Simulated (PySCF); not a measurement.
## Ta⁶¹⁺ (tantalum, charge +61): Hartree-Fock from Schrödinger to Dirac-Coulomb

Occupied: 1s1/2, 2s1/2, 2p1/2, 2p3/2, 3s1/2. Hartree-Fock calculated with PySCF 2.14 in an uncontracted even-tempered set (19 s from 8.5 bohr⁻², ratio 2.3; 16 p from 10 bohr⁻², ratio 2.3), Gaussian nucleus throughout. NR is non-relativistic, sf-X2C the spin-free one-electron X2C Hamiltonian, X2C adds the bare one-electron spin-orbit term, X2C-SNSO screens it by Boettger's factors, DC is four-component Dirac-Coulomb, and the Gaunt term is added at first order (total energies over the DC spinors, levels after relaxing the spinors in that mean field). QED terms are absent. Levels marked empty are virtual spinors of this ion; the basis has s and p functions only, so 3d, which can lie below the n = 4 levels, is absent.

```tsv
Hamiltonian	E (hartree)	E − E(DC) (hartree)	CPU seconds
NR	-10499.5742	747.6436	0.38
sf-X2C	-11228.1509	19.0669	0.27
X2C	-11242.7853	4.4325	0.3
X2C-SNSO	-11241.9353	5.2825	0.35
DC	-11247.2178	0.0000	23
DC+Gaunt	-11233.1317	14.0860	42
```

| level (eV) | NR | sf-X2C | X2C | X2C-SNSO | DC | DC+Gaunt |
| --- | --- | --- | --- | --- | --- | --- |
| 1s1/2 | -67506.1 | -72914.3 | -72898.8 | -72899.7 | -72985.3 | -72756.6 |
| 2s1/2 | -15081.9 | -16626.3 | -16622.5 | -16622.7 | -16634.9 | -16609.7 |
| 2p1/2 | -14688.4 | -15200.8 | -16168.1 | -16136.8 | -16144.9 | -16101.5 |
| 2p3/2 | -14688.4 | -15200.8 | -14812.4 | -14822.5 | -14830.9 | -14801.8 |
| 3s1/2 | -6289.8 | -6776.7 | -6776.1 | -6776.1 | -6779.1 | -6772.3 |
| 3p1/2 (empty) | -6059.8 | -6263.8 | -6517.2 | -6509.2 | -6511.2 | -6500.1 |
| 3p3/2 (empty) | -6059.8 | -6263.8 | -6160.6 | -6163.2 | -6165.0 | -6157.6 |
| 4s1/2 (empty) | -3383.8 | -3587.6 | -3587.4 | -3587.4 | -3588.5 | -3585.9 |

```json
{"interval (eV)": "2p3/2 − 2p1/2", "sf-X2C": "-1.547e-11", "X2C": "1356", "X2C-SNSO": "1314", "DC": "1314", "DC+Gaunt": "1300"}
{"interval (eV)": "3p3/2 − 3p1/2", "sf-X2C": "-1.775e-09", "X2C": "356.7", "X2C-SNSO": "345.9", "DC": "346.2", "DC+Gaunt": "342.5"}
```

Weight of the small component: 1s1/2 0.0757, 2s1/2 0.0176, 2p1/2 0.0175, 2p3/2 0.0160, 3s1/2 0.00690, 3p1/2 0.00678, 3p3/2 0.00638, 4s1/2 0.00355.

Koopmans' value for the highest occupied level at DC+Gaunt: 6772.3 eV, against an ionisation energy of 6769 ± 12 eV (theoretical estimate listed by NIST; NIST Atomic Spectra Database, ionization energies); the former lacks relaxation, correlation, QED and recoil.

The whole ladder took 71 s of wall time on 1 thread of Intel(R) Xeon(R) 6975P-C (shared host), launched as `OMP_NUM_THREADS=1 python relrun2.py TASK.json OUT` (a driver that calls PySCF for each Hamiltonian).

Dirac-Coulomb iterations, started from the X2C spinors:

```
with_ssss True, with_gaunt False, with_breit False
light speed = 137.03599967994
init E= -11168.8793919284
cycle= 1 E= -11247.2157602738  delta_E= -78.3  |g|= 3.16  |ddm|= 0.187
cycle= 2 E= -11247.2177619749  delta_E= -0.002  |g|= 0.0386  |ddm|= 0.0114
cycle= 3 E= -11247.2177637227  delta_E= -1.75e-06  |g|= 0.00111  |ddm|= 0.000494
cycle= 4 E= -11247.2177637242  delta_E= -1.52e-09  |g|= 5.32e-06  |ddm|= 1.18e-05
```
